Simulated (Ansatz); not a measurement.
Coupled-cluster diagnostics for the cluster Hf₂P₂ (the lowest singlet isomer of a short search), Ansatz.

Geometry of the singlet (PBE-D4/def2-SVP):

```xyz
4

Hf    0.5541    0.3197   -1.2822
Hf    0.1793    0.2045    1.4069
P     0.6579   -1.7151    0.0182
P    -1.3914    1.1910   -0.1429
```

In the def2 sets Hf takes a core potential; there is no spin–orbit coupling. Correlated methods freeze 10 core orbitals; core or outer-core shells of Hf are correlated, in sets that lack core-valence functions. The geometry of the singlet was relaxed on an unsound state (restricted singlet, unstable towards broken spin symmetry at other levels and untested here). The structure comes from a short search, and lower isomers may exist.

Estimate the CCSD(T) correlation energy, the shares of MP2 and (T), T1 and the reference's ⟨S²⟩ for: charge 0, singlet, own geometry in def2-TZVPP; and the rough time on 4 threads of Arm Neoverse N1 on a shared host.


```tsv
state	basis	correlation (eV)	MP2 share (%)	(T) share (%)	T1	⟨S²⟩ (pure)	wall time	remarks
charge 0, singlet, own geometry	def2-TZVPP	-28.245	98.5	8.2	0.034	0.00 (0.00)	45 s	restricted SCF unstable
```
Customary marks for T1 are 0.02 (closed shells), 0.045 (open shells) and about 0.05 (3d metals). T1 exceeds 0.02 in 1 of 1 rows and 0.045 in 0; the higher it lies, the less the single-reference result can be trusted.
